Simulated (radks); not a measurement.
Values are calculated unless marked as measured or tabulated.
Question: Mn, 25 electrons, occupied as [Ar] 3d5 4s2. Code: a radial shooting solver on a logarithmic mesh with Libxc functionals. Model: Dirac Kohn-Sham, LDA (Slater exchange, Perdew-Wang correlation), spin-unpolarised, spherical densities, finite nucleus; open shells are shared between the two j in proportion to 2j + 1; Fermi nuclear charge, rms radius 3.7057 fm.

Spin-orbit splittings of the eigenvalues, e(l+1/2) - e(l-1/2), with zeta = 2 splitting/(2l+1) and mean radii in bohr:

| shell | occ. | splitting (eV) | zeta (eV) | <r> j=l-1/2 | <r> j=l+1/2 |
|---|---|---|---|---|---|
| 2p | 6 | 10.40 | 6.935 | 0.2454 | 0.2484 |
| 3p | 6 | ? | ? | 0.8991 | 0.9084 |
| 3d | 5 | 0.1189 | 0.04755 | 1.218 | 1.225 |

Estimate the 3p splitting.

Answer: 1.281 eV (zeta = 0.8540 eV).
